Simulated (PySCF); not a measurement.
## Vertical ionisation energy: calculation against experiment

These are calculated values, ωB97X-D3(BJ)/ma-def2-TZVP in PySCF (grid level 2) at geometries from PBE0-D3(BJ)/def2-SVP. The prefix ma- adds one diffuse s and one diffuse p function on all atoms but H.

```jsonl
{"molecule": "trimethylphosphine sulfide, CP(C)(C)=S (C3H9PS)", "computed / eV": "8.44", "measured / eV": "8.48", "difference": "-0.04"}
{"molecule": "cyclobutanone, O=C1CCC1 (C4H6O)", "computed / eV": "9.58", "measured / eV": "9.61", "difference": "-0.03"}
{"molecule": "tetrafluoroethene, FC(F)=C(F)F (C2F4)", "computed / eV": "10.28", "measured / eV": "10.56", "difference": "-0.28"}
{"molecule": "CC(=O)C(F)(F)F (C3H3F3O)", "computed / eV": "10.90", "measured / eV": "11.00", "difference": "-0.10"}
{"molecule": "bromine monochloride, ClBr (BrCl)", "computed / eV": "11.26", "measured / eV": "11.01", "difference": "0.25"}
```

Measured values: NIST Chemistry WebBook, evaluated or the median of agreeing entries (photoelectron band maxima). Mean signed difference -0.04 eV, mean absolute 0.14 eV, over these rows.

Q: What do calculation and experiment give for 1-penten-3-yne, `C=CC#CC` (C5H6)?

A: Computed 8.86 eV, measured 9.08 eV.
